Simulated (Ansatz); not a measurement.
Stepwise reaction of `F[SiH2][SiH2]F` with hydrogen, as a gas-phase model of exchange steps in deposition or etching. ΔE in kJ/mol.

Calculated with Ansatz (gas phase, PBE0-D4/def2-TZVP geometries, no zero-point term in ΔE). CBS: MP2 limit from def2 TZ/QZ plus the TZ coupled-cluster correction, frozen cores. This one scheme is used for every species. DFT in def2-TZVPP. B3LYP here is the variant with VWN-RPA as its local correlation; programs differ in this. Each species was taken in one conformer, which may not be the lowest.

```tsv
step	reaction	PBE-D4	B3LYP-D4	ωB97M-V	CCSD(T)/CBS
1	`F[SiH2][SiH2]F` + H₂ → `F[SiH2][SiH3]` + H–F	88.2	98.8	96.9	94.1
2	`F[SiH2][SiH3]` + H₂ → `[SiH3][SiH3]` + H–F	91.1	101.0	99.7	96.7
```

Problem. By hand: ΔE of the 2 steps together at CCSD(T)/CBS.

Solution. (94.1) + (96.7) = 190.8 kJ/mol, or 95.4 kJ/mol a step.

In ΔE the steps differ by no more than 2.6 kJ/mol. All are uphill at CCSD(T)/CBS. PBE-D4 differs from CCSD(T)/CBS by -5.9 to -5.6 kJ/mol a step. Isolated molecules leave out the surface, adducts and barriers. Largest T1 diagnostic: 0.013.
